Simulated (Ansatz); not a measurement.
**H$_{2}$ ··· SiH$_{4}$O**

The pair of H$_{2}$ (SMILES [H][H], atoms 1–2) and SiH$_{4}$O (SMILES [SiH3]O, atoms 3–8), both closed shells, in one local arrangement (a lower one may exist), relaxed at PBE0-D4/def2-TZVP:

```xyz
8
angstrom
H 0.0198 -0.2434 -2.5251
H -0.5611 -0.2680 -2.9933
Si 0.4152 0.3086 0.8966
O -0.8080 -0.5932 1.5329
H -0.1006 1.4937 0.1578
H 1.2364 0.7488 2.0469
H 1.2524 -0.4858 -0.0448
H -1.4540 -0.9607 0.9291
```

Program: Ansatz 0.2.0. Basis: def2-TZVPPD, with def2-QZVPPD for the basis limit. Cores are frozen in the correlated methods. B3LYP uses VWN-RPA correlation. Extrapolation: Hartree–Fock as exp(−7.88 √X), correlation as X^−2.97. Interaction energies count from these two fragments, frozen as in the pair, with the counterpoise correction; negative means bound.

What is the interaction energy by CCSD(T) at an estimated basis limit (MP2 extrapolated from triple and quadruple zeta, plus CCSD(T) − MP2 in triple zeta)? (An estimate is asked for; the value comes from the calculation.)

The calculation gives: -1.4 kJ/mol. Hartree–Fock alone gives 0.8 kJ/mol at the basis limit, so without correlation the pair would not bind at this distance. It counts from the two fragments frozen as in the pair.

The same quantity by other methods in triple zeta, and each one's difference from that estimate:
```csv
method,E_int (kJ/mol),difference
PBE-D4,-2.4,-1.0
revPBE-D4,-1.9,-0.5
BLYP-D4,-1.0,0.4
r2SCAN-D4,-0.7,0.7
B97M-V,-1.5,-0.1
PBE0-D4,-2.0,-0.7
B3LYP-D4,-1.3,0.1
HSE06-D4,-2.0,-0.7
wB97X-V,-1.5,-0.1
wB97M-V,-1.3,0.1
B2PLYP,0.0,1.3
HF,0.9,2.2
MP2,-1.0,0.4
CCSD,-0.9,0.5
CCSD(T),-1.1,0.2
```
Differences are method less estimate.

Which atoms make the shortest contact between the fragments?

H1 and H7, 2.78 Å apart.

Basis-set superposition shift (counterpoise-corrected less uncorrected): CCSD(T) 0.3; MP2 0.3; HF 0.1; PBE0-D4 0.0; wB97M-V 0.1 kJ/mol.

The T1 diagnostic stays at or below 0.012.

For scale, one of the runs: CCSD(T)/def2-TZVPPD, 190 basis functions, launched by `ansatz run in.yaml --threads 2 --pin off --events-out ev --progress --plain --max-ram 5222MiB`. Time: 26 s of wall clock on 2 CPU threads of an Arm Neoverse V1; the host was shared. Peak host memory: 1.9 GiB.
